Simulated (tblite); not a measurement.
C₆H₁₁OPSi.
SMILES with atom numbers: `[CH2:1]=[CH:2][C:3](=[CH2:4])[Si@H:5]([PH2:6])[C:7]([CH3:8])=[O:9]` (hydrogens: H10, H11 on C1; H12 on C2; H13, H14 on C4; H15 on Si5; H16, H17 on P6; H18, H19, H20 on C8)

Computed with GFN2-xTB (tblite), gas phase: L-BFGS steps from a force-field or distance-geometry start until the largest atomic force falls under 0.01 eV/Å.

Step 56: E = -725.6543 eV
```
atom  x, y, z in Å  |  force x, y, z in eV/Å
C1     -2.7986    0.1774   -0.8756    0.013   0.000  -0.015
C2     -1.9394    1.1355   -1.1950   -0.002   0.014   0.025
C3     -0.6087    1.2906   -0.6319   -0.011  -0.010  -0.002
C4      0.2246    2.2104   -1.1257   -0.006   0.015   0.012
Si5     0.0147    0.1537    0.7485   -0.076   0.040   0.032
P6      1.6917    1.2366    1.7989   -0.026  -0.033  -0.026
C7      0.5298   -1.5101   -0.1249   -0.003   0.000   0.006
C8      1.4773   -2.4195    0.6072    0.011  -0.014   0.010
O9      0.1022   -1.7615   -1.2246    0.022  -0.031  -0.003
H10    -2.5536   -0.5889   -0.1610   -0.022  -0.007   0.006
H11    -3.7703    0.1119   -1.3346    0.007   0.000  -0.007
H12    -2.2151    1.8788   -1.9348   -0.001  -0.021   0.006
H13    -0.0551    2.8603   -1.9403    0.010   0.018  -0.004
H14     1.2200    2.3437   -0.7279   -0.002   0.035  -0.004
H15    -0.9777   -0.1785    1.7924    0.057   0.012  -0.060
H16     1.7663    0.3225    2.8324    0.033  -0.006   0.017
H17     2.7302    0.6281    1.1152    0.010  -0.010  -0.016
H18     2.4378   -1.9135    0.6964   -0.012   0.010   0.039
H19     1.0999   -2.6109    1.6090    0.014   0.011   0.007
H20     1.6188   -3.3560    0.0737   -0.019  -0.024  -0.023
```

Step 57: E = -725.6554 eV
```
atom  x, y, z in Å  |  force x, y, z in eV/Å
C1     -2.7982    0.1787   -0.8765    0.015  -0.009  -0.013
C2     -1.9397    1.1374   -1.1962   -0.020   0.009   0.016
C3     -0.6101    1.2945   -0.6316   -0.023  -0.021  -0.005
C4      0.2239    2.2155   -1.1223   -0.016   0.009   0.020
Si5     0.0123    0.1527    0.7450   -0.057   0.049   0.038
P6      1.6956    1.2315    1.7926   -0.033  -0.056  -0.031
C7      0.5274   -1.5118   -0.1260    0.018  -0.006  -0.007
C8      1.4751   -2.4156    0.6130    0.021  -0.030   0.006
O9      0.1075   -1.7674   -1.2278    0.017  -0.020   0.015
H10    -2.5526   -0.5852   -0.1600   -0.023  -0.017   0.011
H11    -3.7686    0.1091   -1.3377    0.011   0.006  -0.004
H12    -2.2190    1.8773   -1.9377    0.017  -0.004   0.001
H13    -0.0550    2.8662   -1.9366    0.017   0.022  -0.001
H14     1.2173    2.3474   -0.7195    0.004   0.044  -0.016
H15    -0.9745   -0.1859    1.7907    0.043   0.018  -0.049
H16     1.7720    0.3153    2.8251    0.031   0.001   0.010
H17     2.7280    0.6184    1.1028    0.010  -0.002  -0.012
H18     2.4340   -1.9069    0.7014   -0.015   0.018   0.048
H19     1.0965   -2.6072    1.6143    0.012   0.025   0.009
H20     1.6230   -3.3533    0.0841   -0.026  -0.036  -0.036
```

Step 58: E = -725.6564 eV
```
atom  x, y, z in Å  |  force x, y, z in eV/Å
C1     -2.7983    0.1805   -0.8778    0.009  -0.020  -0.005
C2     -1.9406    1.1399   -1.1969   -0.032   0.000   0.001
C3     -0.6116    1.2982   -0.6318   -0.028  -0.017  -0.005
C4      0.2231    2.2205   -1.1187   -0.024   0.004   0.022
Si5     0.0086    0.1520    0.7412   -0.014   0.033   0.020
P6      1.6975    1.2243    1.7872   -0.037  -0.053  -0.027
C7      0.5254   -1.5144   -0.1267    0.039  -0.009  -0.016
C8      1.4740   -2.4122    0.6195    0.023  -0.036   0.002
O9      0.1138   -1.7756   -1.2304    0.007  -0.006   0.028
H10    -2.5542   -0.5814   -0.1589   -0.021  -0.024   0.014
H11    -3.7675    0.1085   -1.3413    0.009   0.010  -0.002
H12    -2.2230    1.8759   -1.9404    0.034   0.018  -0.007
H13    -0.0537    2.8729   -1.9324    0.018   0.021   0.005
H14     1.2150    2.3511   -0.7113    0.004   0.048  -0.024
H15    -0.9712   -0.1936    1.7872    0.006   0.017  -0.016
H16     1.7806    0.3052    2.8168    0.024   0.002   0.003
H17     2.7237    0.6119    1.0887    0.020  -0.001  -0.015
H18     2.4308   -1.8993    0.7070   -0.014   0.019   0.052
H19     1.0946   -2.6018    1.6206    0.008   0.031   0.015
H20     1.6278   -3.3519    0.0957   -0.031  -0.036  -0.043
```

Problem. Estimate the geometry and energy of step 59. (The exact step hangs on the optimiser's Hessian estimate; all steps are aligned on step 58, rigid shifts and turns removed.)

Solution. E = -725.6571 eV, largest force 0.053 eV/Å
```
atom  x, y, z in Å  |  force x, y, z in eV/Å
C1     -2.7988    0.1818   -0.8788    0.000  -0.024   0.002
C2     -1.9417    1.1419   -1.1973   -0.028  -0.008  -0.012
C3     -0.6131    1.3004   -0.6323   -0.022  -0.004  -0.003
C4      0.2224    2.2240   -1.1157   -0.025   0.004   0.018
Si5     0.0054    0.1515    0.7385    0.024   0.000  -0.010
P6      1.6973    1.2175    1.7835   -0.029  -0.029  -0.016
C7      0.5249   -1.5169   -0.1271    0.049  -0.006  -0.011
C8      1.4741   -2.4103    0.6243    0.017  -0.030   0.001
O9      0.1188   -1.7826   -1.2316   -0.003   0.004   0.027
H10    -2.5569   -0.5788   -0.1579   -0.017  -0.026   0.012
H11    -3.7670    0.1095   -1.3441    0.004   0.008  -0.002
H12    -2.2252    1.8753   -1.9425    0.039   0.032  -0.013
H13    -0.0522    2.8782   -1.9290    0.014   0.016   0.011
H14     1.2136    2.3543   -0.7060   -0.003   0.043  -0.027
H15    -0.9692   -0.1992    1.7837   -0.030   0.014   0.018
H16     1.7885    0.2965    2.8104    0.016  -0.003   0.000
H17     2.7199    0.6092    1.0777    0.028  -0.004  -0.021
H18     2.4286   -1.8933    0.7118   -0.007   0.013   0.046
H19     1.0943   -2.5966    1.6258    0.002   0.026   0.017
H20     1.6310   -3.3517    0.1040   -0.029  -0.025  -0.037
```

The energy changes by -0.0008 eV. The first-order estimate −F·Δx gives -0.0011 eV and the mean of the old and new forces, exact on a quadratic surface, -0.0008 eV. The step makes an angle of 78° with the force vector and moves no atom by more than 0.013 Å.

The cost below is that of the whole relaxation. Hardware: one thread of an Arm Neoverse N1, shared host. Cost: 3.6 s.
